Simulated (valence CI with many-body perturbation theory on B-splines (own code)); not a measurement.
**Tl⁷⁴⁺: E2, M1 decay**

Calculated by configuration interaction combined with many-body perturbation theory (CI+MBPT): five valence electrons over a frozen Dirac-Fock core [He], radial functions for each j: 11 s, 11 p, 10 d, 8 f, 5 g, 2 h, with the one-electron correlation potential Σ1 (screened to all orders), the two-electron term Σ2, the three-electron term Σ3, Breit, model QED; selected single and double excitations, second order for the rest, scaled by the run's own slope (own B-spline code, finite nucleus).

The last digits are not significant, and no measured levels were compared; by estimate large intervals hold to a few tenths of a per cent, small ones and those within an open d or f shell to about a per cent. Among the levels kept, up to 7600 cm⁻¹ of a level comes from second order outside the variational space, and about a tenth of that is noise between levels of different J, which matters for small intervals.

Lines 1 to 50 of 120 in falling wavelength, among levels below 133510 × 10³ cm⁻¹, chosen from the decays that carry over 1 % of a level's rate. Wavelengths and rates use the calculated energies. Electric multipoles are in the length gauge, E1 and E2 with the static RPA response of the core. Weak lines are less certain than strong ones. Lines between different terms over intervals too small for the method are left out, as are lines whose strength nearly cancels.

Levels are named by their leading jj configuration (3d3/2^4 stands for four electrons in 3d with j = 3/2), which in mixed levels can hold well under half, so a name can repeat and another be missing. Letters in brackets count levels of one name in rising energy.

```csv
λ vac (nm),Upper,Lower,Type,A (s⁻¹),Branch %
0.5834,(2s^2 2p1/2 2p3/2^2) J=3/2,(2s^2 2p1/2^2 2p3/2) J=3/2,M1,8.71e+10,99.7
0.5818,(2s^2 2p3/2^3) J=3/2,(2s^2 2p1/2 2p3/2^2) J=1/2,M1,2.17e+10,7.5
0.5783,(2s^2 2p1/2 2p3/2 3p1/2) J=1/2,(2s^2 2p1/2^2 3p1/2) J=1/2,M1,5.94e+10,1.9
0.5771,(2s^2 2p1/2 2p3/2^2) J=5/2,(2s^2 2p1/2^2 2p3/2) J=3/2,M1,1.44e+10,94.8
0.5771,(2s^2 2p1/2 2p3/2^2) J=5/2,(2s^2 2p1/2^2 2p3/2) J=3/2,E2,7.95e+08,5.2
0.5768,(2s^2 2p3/2^2 3d5/2) J=9/2,(2s^2 2p1/2 2p3/2 3d5/2) J=7/2 [b],M1,2.11e+10,2.2
0.5766,(2s^2 2p1/2 2p3/2 3p1/2) J=3/2 [a],(2s^2 2p1/2^2 3p1/2) J=1/2,M1,4.41e+10,1.2
0.5693,(2s^2 2p3/2^2 3d5/2) J=9/2,(2s^2 2p1/2 2p3/2 3d5/2) J=9/2,M1,3.63e+10,3.8
0.5654,(2s^2 2p3/2^3) J=3/2,(2s^2 2p1/2 2p3/2^2) J=5/2,M1,2.35e+10,8.1
0.5640,(2s^2 2p3/2^2 3d5/2) J=9/2,(2s^2 2p1/2 2p3/2 3d5/2) J=7/2 [a],M1,3.12e+10,3.3
0.5610,(2s^2 2p1/2 2p3/2^2) J=1/2,(2s^2 2p1/2^2 2p3/2) J=3/2,M1,4.69e+10,98.6
0.5610,(2s^2 2p1/2 2p3/2^2) J=1/2,(2s^2 2p1/2^2 2p3/2) J=3/2,E2,6.57e+08,1.4
0.5596,(2s^2 2p3/2^3) J=3/2,(2s^2 2p1/2 2p3/2^2) J=3/2,M1,9.34e+10,32.1
0.1169,(2s^2 2p1/2 2p3/2 3p1/2) J=1/2,(2s^2 2p1/2 2p3/2^2) J=1/2,M1,4.70e+10,1.5
0.1168,(2s^2 2p1/2 2p3/2 3p1/2) J=3/2 [a],(2s^2 2p1/2 2p3/2^2) J=1/2,E2,4.66e+11,12.4
0.1167,(2s^2 2p1/2 2p3/2 3p1/2) J=5/2,(2s^2 2p1/2 2p3/2^2) J=1/2,E2,9.27e+11,19.3
0.1162,(2s^2 2p1/2 2p3/2 3p1/2) J=1/2,(2s^2 2p1/2 2p3/2^2) J=5/2,E2,9.83e+11,31.0
0.1162,(2s^2 2p1/2^2 3p1/2) J=1/2,(2s^2 2p1/2^2 2p3/2) J=3/2,E2,4.79e+12,94.7
0.1162,(2s^2 2p1/2^2 3p1/2) J=1/2,(2s^2 2p1/2^2 2p3/2) J=3/2,M1,1.43e+11,2.8
0.1161,(2s^2 2p1/2 2p3/2 3p1/2) J=3/2 [a],(2s^2 2p1/2 2p3/2^2) J=5/2,M1,8.65e+10,2.3
0.1161,(2s^2 2p1/2 2p3/2 3p1/2) J=3/2 [a],(2s^2 2p1/2 2p3/2^2) J=5/2,E2,4.45e+10,1.2
0.1161,(2s^2 2p1/2 2p3/2 3p1/2) J=3/2 [b],(2s^2 2p1/2 2p3/2^2) J=1/2,E2,4.55e+11,6.3
0.1160,(2s^2 2p1/2 2p3/2 3p1/2) J=5/2,(2s^2 2p1/2 2p3/2^2) J=5/2,E2,2.71e+12,56.4
0.1160,(2s^2 2p1/2 2p3/2 3p1/2) J=5/2,(2s^2 2p1/2 2p3/2^2) J=5/2,M1,6.84e+10,1.4
0.1159,(2s^2 2p1/2 2p3/2 3p1/2) J=1/2,(2s^2 2p1/2 2p3/2^2) J=3/2,E2,1.48e+12,46.6
0.1159,(2s^2 2p1/2 2p3/2 3p1/2) J=1/2,(2s^2 2p1/2 2p3/2^2) J=3/2,M1,1.22e+11,3.9
0.1159,(2s^2 2p3/2^2 3p1/2) J=3/2,(2s^2 2p3/2^3) J=3/2,E2,9.69e+11,12.9
0.1159,(2s^2 2p3/2^2 3p1/2) J=3/2,(2s^2 2p3/2^3) J=3/2,M1,1.43e+11,1.9
0.1159,(2s^2 2p1/2 2p3/2 3p1/2) J=3/2 [a],(2s^2 2p1/2 2p3/2^2) J=3/2,E2,2.88e+12,76.5
0.1159,(2s^2 2p3/2^2 3p1/2) J=5/2,(2s^2 2p3/2^3) J=3/2,E2,3.33e+12,48.9
0.1157,(2s^2 2p1/2 2p3/2 3p1/2) J=5/2,(2s^2 2p1/2 2p3/2^2) J=3/2,E2,6.77e+11,14.1
0.1154,(2s^2 2p1/2 2p3/2 3p1/2) J=3/2 [b],(2s^2 2p1/2 2p3/2^2) J=5/2,E2,2.66e+12,36.8
0.1152,(2s^2 2p1/2 2p3/2 3p1/2) J=3/2 [b],(2s^2 2p1/2 2p3/2^2) J=3/2,E2,2.25e+11,3.1
0.1151,(2s^2 2p3/2^2 3p1/2) J=1/2,(2s^2 2p3/2^3) J=3/2,E2,2.52e+12,37.8
0.1151,(2s^2 2p3/2^2 3p1/2) J=1/2,(2s^2 2p3/2^3) J=3/2,M1,7.49e+10,1.1
0.1108,(2s^2 2p3/2^2 3d5/2) J=9/2,(2s 2p1/2 2p3/2^3) J=5/2,E2,4.01e+10,4.2
0.1103,(2s 2p1/2 2p3/2^2 3p3/2) J=7/2 [a],(2s 2p1/2 2p3/2^3) J=3/2 [a],E2,6.61e+11,1.8
0.1102,(2s 2p1/2 2p3/2^2 3p3/2) J=9/2,(2s 2p1/2 2p3/2^3) J=5/2,E2,8.57e+11,6.4
0.1099,(2s^2 2p1/2 2p3/2 3p3/2) J=3/2 [b],(2s^2 2p1/2 2p3/2^2) J=1/2,E2,8.95e+11,14.2
0.1099,(2s 2p1/2 2p3/2^2 3p3/2) J=5/2 [d],(2s 2p1/2 2p3/2^3) J=3/2 [b],E2,1.11e+12,1.0
0.1099,(2s 2p1/2^2 2p3/2 3p3/2) J=7/2,(2s 2p1/2^2 2p3/2^2) J=5/2,E2,1.62e+12,4.8
0.1098,(2s^2 2p1/2 2p3/2 3p3/2) J=5/2 [b],(2s^2 2p1/2 2p3/2^2) J=1/2,E2,9.62e+11,12.2
0.1098,(2s 2p1/2^2 2p3/2 3p3/2) J=1/2 [b],(2s 2p1/2^2 2p3/2^2) J=3/2,E2,2.92e+12,5.0
0.1097,(2s^2 2p1/2 2p3/2 3p3/2) J=5/2 [a],(2s^2 2p1/2 2p3/2^2) J=5/2,E2,3.80e+11,5.2
0.1096,(2s^2 2p3/2^2 3p3/2) J=7/2,(2s^2 2p3/2^3) J=3/2,E2,9.42e+11,7.1
0.1096,(2s^2 2p3/2^2 3p3/2) J=5/2,(2s^2 2p3/2^3) J=3/2,E2,1.01e+12,6.7
0.1096,(2s^2 2p1/2 2p3/2 3p3/2) J=1/2 [a],(2s^2 2p1/2 2p3/2^2) J=5/2,E2,4.17e+11,4.4
0.1096,(2s^2 2p3/2^2 3p3/2) J=1/2,(2s^2 2p3/2^3) J=3/2,E2,8.95e+11,5.3
0.1096,(2s^2 2p1/2 2p3/2 3p3/2) J=3/2 [a],(2s^2 2p1/2 2p3/2^2) J=5/2,E2,1.21e+12,14.4
0.1095,(2s^2 2p1/2^2 3p3/2) J=3/2,(2s^2 2p1/2^2 2p3/2) J=3/2,E2,2.41e+12,37.3
```
